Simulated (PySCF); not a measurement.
# How methods differ on the excitation energy of Br⁺

Br⁺ [Ar] 3d10 4s2 4p4 (3P) → Br⁺ [Ar] 3d10 4s2 4p3 5s1 (5S), as a difference of total energies. All numbers are calculated (PySCF 2.14, the spin-free X2C one-electron Hamiltonian (Gaussian nucleus), in aug-cc-pVTZ-DK (7s6p4d2f, 59 functions)). Correlated levels: valence: [Ar] 3d10 frozen. The calculations carry no spin-orbit coupling.

```json
{"method": "UHF", "excitation energy (cm⁻¹)": "86957", "error (cm⁻¹)": "-5493"}
{"method": "MP2 (valence)", "excitation energy (cm⁻¹)": "89425", "error (cm⁻¹)": "-3024"}
{"method": "SCS-MP2 (valence)", "excitation energy (cm⁻¹)": "91129", "error (cm⁻¹)": "-1321"}
{"method": "CCSD (valence)", "excitation energy (cm⁻¹)": "90369", "error (cm⁻¹)": "-2080"}
{"method": "CCSD(T) (valence)", "excitation energy (cm⁻¹)": "90333", "error (cm⁻¹)": "-2116"}
```

Reference: 92449 cm⁻¹ (measured; NIST levels, between the centres of gravity of the two terms).

Errors of the correlated levels include the incompleteness of this basis and the frozen core.
